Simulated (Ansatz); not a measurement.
`[F][Ge]([F])([F])[I]` + H₂S → `[F][Ge]([F])([F])[SH]` + HI at 600 K and 1 bar (ligand exchange at a Ge–I bond).

Gas-phase electronic energies from Ansatz, PBE0-D4/def2-TZVP geometries. CCSD(T)/CBS adds triple-zeta CCSD(T) − MP2 to the extrapolated MP2 energy (def2 sets, frozen cores). This one scheme is used for every species. def2 core potentials past Kr. For Ge, I outer-core shells are correlated without core-valence functions, which leaves a few kJ/mol of doubt a bond. Scalar relativity is left out up to krypton. Each species was taken in one conformer, which may not be the lowest.

| species | CCSD(T)/CBS energy (Eh) | H − E (kJ/mol) | S (J/(mol·K)) |
| --- | --- | --- | --- |
| `[F][Ge]([F])([F])[I]` | -2673.08048 | 69.4 | 413.7 |
| H₂S | -398.97279 | 60.8 | 230.9 |
| `[F][Ge]([F])([F])[SH]` | -2774.00787 | 97.3 | 429.2 |
| HI | -298.03592 | 31.6 | 227.0 |

H − E and S are ideal-gas, rigid-rotor, harmonic terms from PBE0-D4/def2-TZVP, for one conformer and one mirror image of each species. 1 Eh = 2625.50 kJ/mol, R = 8.31446 J/(mol·K).

Problem. By hand: ΔE, ΔH, ΔS and ΔG.

Solution. ΔE = (-2774.00787) + (-298.03592) − (-2673.08048) − (-398.97279) = 0.00948 Eh = 24.9 kJ/mol. Δ(H − E) = 97.3 + 31.6 − 69.4 − 60.8 = -1.3, so ΔH = 23.6 kJ/mol. ΔS = 429.2 + 227.0 − 413.7 − 230.9 = 11.6 J/(mol·K). ΔG = 23.6 − 600 × (11.6)/1000 = 16.6 kJ/mol.

Problem. By hand: the equilibrium constant, and the temperature at which ΔG would vanish if ΔH and ΔS stayed fixed.

Solution. log₁₀ K = −ΔG/(RT ln 10) = -1.4. ΔG = 0 at ΔH/ΔS = 2034 K, though so small a ΔS makes that figure unsure.

The number of gas molecules stays the same, so ΔS is small and ΔH decides. A doubt of 5 kJ/mol in ΔE shifts log₁₀ K by 0.4 here. Other conformers and mirror images would add mixing entropy, several J/(mol·K) or more a flexible species. These are equilibria of isolated gas molecules and say nothing of rates. Largest T1 diagnostic: 0.012 (customary marks: 0.02 for closed shells, 0.045 for open ones).
